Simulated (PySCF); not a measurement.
Species: C5H5F3.
Geometry (GFN2-xTB, Å), atoms numbered from 1 in this order:
```
atom  x, y, z in Å
C1     1.4621   -0.2740   -0.0344
C2    -0.0465   -0.1318   -0.0525
C3    -0.5082    1.2280    0.4291
F4    -1.8448    1.3582    0.4093
F5    -0.0191    2.2353   -0.3183
F6    -0.1218    1.4879    1.6924
C7    -0.9696   -1.2958    0.1673
C8    -0.9129   -0.8453   -1.0504
H9     1.7415   -1.2633   -0.3867
H10    1.8446   -0.1393    0.9762
H11    1.9225    0.4726   -0.6798
H12   -1.3449   -1.9655    0.8994
H13   -1.2072   -0.8664   -2.0694
```

Method: TDDFT PBE0/def2-SVPD, vertical, gas phase, core orbitals frozen in the response in PySCF 2.14.0, density-fitted response routines.

Transition dipole moments from the ground state, in atomic units and in the frame of the coordinates above (overall signs are arbitrary), for the states with f of 0.002 or more among the lowest 6:

```csv
state,E (eV),μx,μy,μz
S1,6.346,-0.104,0.067,0.017
S2,6.644,-0.028,-0.215,0.582
S4,7.872,-0.424,0.233,0.067
S6,8.349,0.156,0.127,0.054
```

Q: What oscillator strength does each state have?

A: f = (2/3) ΔE |μ|² with ΔE in hartree (27.2114 eV).

```
state  |μ|² (au)  |μ| (D)      f
   S1      0.016     0.32  0.002
   S2      0.386     1.58  0.063
   S4      0.238     1.24  0.046
   S6      0.043     0.53  0.009
```

Q: The point group is Cs. Which irreducible representation does each state belong to?

A: From a totally symmetric ground state, an allowed state transforms like the component of the dipole operator along its μ. Polarised normal to the mirror plane, so A″: S2. Polarised in the mirror plane, so A′: S1, S4 and S6.

Q: Which bond between heavy atoms lies closest to the direction of the S2 transition dipole?

A: C7–C8, at 0° from it; next C3–F6 and C3–F5 at 37°.

Q: What angle do the transition dipoles of S2 and S4 make?

A: |cos θ| = |μa·μb| / (|μa| |μb|) = 0.00, so θ ≈ 90° (taken between 0 and 90°, since the signs are arbitrary).

Q: How is the summed strength of these states shared among x, y and z?

A: (2/3) Σ ΔE μα² gives 0.041 for x, 0.022 for y and 0.057 for z, 0.120 in all.

Q: What peak molar absorption coefficient would the strongest computed level give as a lone Gaussian band 0.5 eV wide at half height?

A: ε(max) = 2.175×10⁸ f / FWHM, with the width in cm⁻¹. S2: 2.175×10⁸ × 0.0628 / 4033 ≈ 3400 L mol⁻¹ cm⁻¹.
